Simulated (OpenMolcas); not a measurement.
An OpenMolcas run meant for Pd4+ (ANO-R1, X2C; inactive shells 1s 2s 2p 3s 3p 3d 4s 4p; intended active space 6 electrons in 5 orbitals (4d)). One step of its input:

```
&CASPT2
Multistate=5 1 2 3 4 5
Frozen=8 6
IPEA=0.25
Imaginary=5.0
MaxIter=60
WThr=0.0 0.3 0.05
PrWF=0.5
NoMix
```

The run finished. Its levels beside those of a sound run (MS-CASPT2, IPEA 0.25 Eh, imaginary shift 0.1 Eh (closed shells correlated: 4s 4p)), in cm-1 above each run's lowest level:

```csv
Level,This run,Usual run
4d6 5D4,0.0,0.0
4d6 5D3,2183,2195
4d6 5D2,3328,3309
4d6 5D1,4130,4110
4d6 5D0,4504,4480
4d6 3P2(1),20814,19562
4d6 3H6,21531,21247
4d6 3H5,21954,21604
4d6 3F3(1),24250,23426
4d6 3F2(1),25051,24176
4d6 3P1(1),26867,25626
4d6 3P0(1),27666,26400
4d6 3G5,27560,27030
4d6 3G4,29168,28526
```

Which setting is unsound, and how much does it matter here?

The level shift is far above the usual 0.1 to 0.3 hartree and damps the second-order energy. Against the sound run the excited levels shown move by 560 cm-1 on average and by 1300 cm-1 at most.

Term energies are means over components that CASPT2 splits; among the terms shown or strongly mixed into the levels shown the widest spread is 270 cm-1 (4d6 3G, the sound run). Some high roots are left out of the spin-orbit mixing, which shifts the levels that they would mix with. The basis is small and was not contracted for so high a charge. The CASPT2 spread within a term exceeds the gap to the next term for 4d6 3P(1) and 4d6 3H, so the order of their levels is uncertain (holds for the sound run). Levels of configurations outside the active space are missing.

A number in round brackets counts repeated terms of one configuration in the order of the reference energies.
